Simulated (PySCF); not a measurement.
C₂F₃, SMILES F[C]=C(F)F, multiplicity 2. Atoms are numbered in the order given.

```xyz
5

F      0.0278    -1.9558     0.0000
C      0.5987    -0.7854     0.0000
C      0.0592     0.4223     0.0000
F     -1.2404     0.6702     0.0000
F      0.7741     1.5277     0.0000
```
Charge 0, spin multiplicity 2.

Geometry optimised at B3LYP-D3(BJ)/def2-SVP. The isomer is the one that the SMILES or the coordinates give; other isomers of the formula were not compared.

Two levels are set side by side: PBE/pcH-1 (PySCF) and PBE0/pcH-1 (PySCF). Contact hyperfine couplings, same geometry. Differences are taken from unrounded values.

```json
[
 {"quantity": "A(iso) of 19F, atom F1 (MHz)", "PBE0": "287.1", "PBE": "227.3", "PBE minus PBE0": "-59.8"},
 {"quantity": "A(iso) of 13C, atom C2 (MHz)", "PBE0": "615.6", "PBE": "572.2", "PBE minus PBE0": "-43.3"},
 {"quantity": "A(iso) of 13C, atom C3 (MHz)", "PBE0": "112.1", "PBE": "126.4", "PBE minus PBE0": "14.3"},
 {"quantity": "A(iso) of 19F, atom F4 (MHz)", "PBE0": "94.2", "PBE": "107.1", "PBE minus PBE0": "12.9"},
 {"quantity": "A(iso) of 19F, atom F5 (MHz)", "PBE0": "-24.7", "PBE": "-10.5", "PBE minus PBE0": "14.3"}
]
```

Rough cost on one machine, each run with all the roots and properties that it gave: PBE0 against PBE within a factor of 2.
